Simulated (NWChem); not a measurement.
## What each level costs for HIn

```xyz
2

In     0.0000     0.0000     0.0373
H      0.0000     0.0000    -1.8257
```
Charge 0, spin multiplicity 1.

Program: NWChem. Structure: optimised with PBE0/def2-SVP with def2 effective core potentials on In, a minimum by its harmonic frequencies.

Basis set: def2-QZVP (112 functions). Each entry is one whole single-point run; the coupled-cluster runs use the TCE module, and the SCF and DFT modules converge to different thresholds.

Effective core potentials replace the inner electrons of In; spin-orbit coupling is left out. The correlated methods keep 4 core orbitals frozen. B3LYP has NWChem's definition, with VWN1-RPA local correlation. The structure started from a generated list of species.

Roughly how much processor time does each of these take, relative to RHF: MP2, B2PLYP, PBE, B3LYP, PBE0, CR-CCSD(T)?

B3LYP about the same, within a factor of 3; PBE0 about the same, within a factor of 3; PBE about the same, within a factor of 3; MP2 about the same, within a factor of 3; B2PLYP about 3; CR-CCSD(T) about 10 (rough ratios from shared machines).
